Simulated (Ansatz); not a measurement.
C₆H₁₅B, charge -1, doublet, geometry from GFN2-xTB (a state made from the parent by changing its charge; the spin is typed, not shown lowest) (a gas-phase anion, which may not be bound at this level); BLYP/6-31+G* run with Ansatz (a program for electronic structure).

Input for Ansatz:
Ansatz 0.2 input:
```yaml
crystal:
  periodic: [false, false, false]
  atoms:
    - {symbol: B, position_ang: [-0.19978137, -0.26170281, -0.08144368]}
    - {symbol: C, position_ang: [0.98735513, 0.43979404, -0.96543347]}
    - {symbol: C, position_ang: [1.89190619, -0.54739139, -1.72856220]}
    - {symbol: H, position_ang: [1.65434692, 1.04917240, -0.33415062]}
    - {symbol: H, position_ang: [0.57458635, 1.12709762, -1.71980173]}
    - {symbol: H, position_ang: [1.29774661, -1.14502908, -2.42080795]}
    - {symbol: H, position_ang: [2.37706642, -1.23211878, -1.03268588]}
    - {symbol: H, position_ang: [2.67831123, -0.04343655, -2.30848115]}
    - {symbol: C, position_ang: [-1.71978599, 0.05363465, -0.58527780]}
    - {symbol: C, position_ang: [-2.19850390, 1.49923033, -0.31907725]}
    - {symbol: H, position_ang: [-2.45331234, -0.61083677, -0.10260282]}
    - {symbol: H, position_ang: [-1.82698516, -0.11985892, -1.66651244]}
    - {symbol: H, position_ang: [-1.53619505, 2.20851611, -0.81452781]}
    - {symbol: H, position_ang: [-2.17200957, 1.70806842, 0.74972602]}
    - {symbol: H, position_ang: [-3.22205742, 1.68573466, -0.67607508]}
    - {symbol: C, position_ang: [0.01094867, -0.19021484, 1.54064112]}
    - {symbol: C, position_ang: [1.06543758, -1.16737008, 2.08239078]}
    - {symbol: H, position_ang: [-0.93188535, -0.40343435, 2.06420289]}
    - {symbol: H, position_ang: [0.32048244, 0.81657722, 1.88459293]}
    - {symbol: H, position_ang: [2.03108834, -0.96853106, 1.61847153]}
    - {symbol: H, position_ang: [0.78850969, -2.19579978, 1.84644326]}
    - {symbol: H, position_ang: [1.19506770, -1.09370347, 3.17134023]}
basis:
  gaussian:
    orbitals: 6-31+G_.json
hamiltonian:
  xc: blyp
total_charge: -1
magnetization: {spin_polarized: true, initial_magnetization: 1}
```
The basis file holds 6-31+G* in the JSON format of the Basis Set Exchange.

Output, abridged:

```
Functional definition: BLYP
2005 factors; their error is unknown
mean field evaluation 1: about -7110.1241 eV, gradient 7.3e1 eV
mean field evaluation 2: about -6807.7015 eV, gradient 2.1e2 eV
mean field evaluation 4: about -7133.3564 eV, gradient 2.7e1 eV
mean field evaluation 8: about -7138.2478 eV, gradient 1.6e-1 eV
mean field evaluation 16: about -7138.1201 eV, gradient 3.3e-3 eV
mean field evaluation 32: about -7137.4647 eV, gradient 5.7e0 eV
mean field -7138.12008638 eV, -262.3210747830 hartree, gradient 3.3e-5 eV, S^2 0.751730; 6 other end points of the search recorded, 0 dependent functions left out
reference -7138.12053280 eV, -262.3210911884 hartree; 29, 28 occupied and 134, 135 virtual orbitals, 2005 factors
Total energy: -7138.12053280 eV, -262.3210911884 hartree
```
